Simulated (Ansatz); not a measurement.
Molecule: C₃HFNS, charge -1, multiplicity 1. It need not be the lowest isomer of its formula. Whether it binds its extra electron was not tested at this geometry. SMILES: c1(n[c-]cs1)F
Geometry: optimised at B3LYP-D3(BJ)/def2-TZVP (Ansatz, a program for electronic structure).

Parts of the frozen-core correlation energy in aug-cc-pV(T+d)Z (Ansatz, hartree). Frozen orbitals: 10; correlated occupied orbitals by spin: 16 and 16; virtual: 282 and 282. Spin-orbit coupling is left out. Non-relativistic.

| term | value |
|---|---|
| reference (HF) | -665.63811 |
| MP2 opposite-spin | ? |
| MP2 same-spin | -0.29796 |
| CCSD correlation | ? |
| (T) | ? |
| T1 diagnostic | 0.022 |
| largest doubles amplitude | 0.037 |

What belongs in the gaps?


- MP2 opposite-spin, value: -0.82438
- CCSD correlation, value: -1.12785
- (T), value: -0.06424
